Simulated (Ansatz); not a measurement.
Calculated with Ansatz (gas phase, PBE0-D4/def2-TZVP geometries, no zero-point term in ΔE). CCSD(T)/CBS adds triple-zeta CCSD(T) − MP2 to the extrapolated MP2 energy (def2 sets, frozen cores). This one scheme is used for every species. Functionals use def2-TZVPP. Each species was taken in one conformer, which may not be the lowest.

`O=C[SiH](O)O` + HCl → `O=C[SiH](O)Cl` + H₂O  (ligand exchange at the Si–O bond)

```json
{"level": "BHLYP-D4", "ΔE (kJ/mol)": "6.0"}
{"level": "BHLYP", "ΔE (kJ/mol)": "9.4"}
```

Task: What does CCSD(T)/CBS give? (Estimate.)

Result: Computed: +1.9 kJ/mol. The listed levels differ from it by 4.1, 7.5 kJ/mol.

Task: What do rigid-rotor, harmonic-oscillator terms from PBE0-D4/def2-TZVP frequencies (298.15 K, 1 bar) make of the CCSD(T)/CBS value? (Estimate.)

Result: Ansatz gave: ΔZPE = +5.2 kJ/mol, ΔH = +7.9 kJ/mol, ΔS = 8 J/(mol·K), ΔG = +5.4 kJ/mol.

Largest T1 diagnostic among the species: 0.014.

In def2-TZVPP, CCSD(T) changes the Hartree–Fock value by −4.2 kJ/mol (the triples alone add −1.5 kJ/mol) and MP2 by −8.4 kJ/mol. Leaving LDA and LC-ωPBE aside and taking each functional with its dispersion term where it has one, the values, not all of them listed here, spread over 15.6 kJ/mol, from revPBE-D4 to CAM-B3LYP-D4. LDA lies +6.5 kJ/mol from PBE without D4. From BLYP to BHLYP (50 % exact exchange), in def2-TZVPP and without D4, ΔE moves by +3.7 kJ/mol.
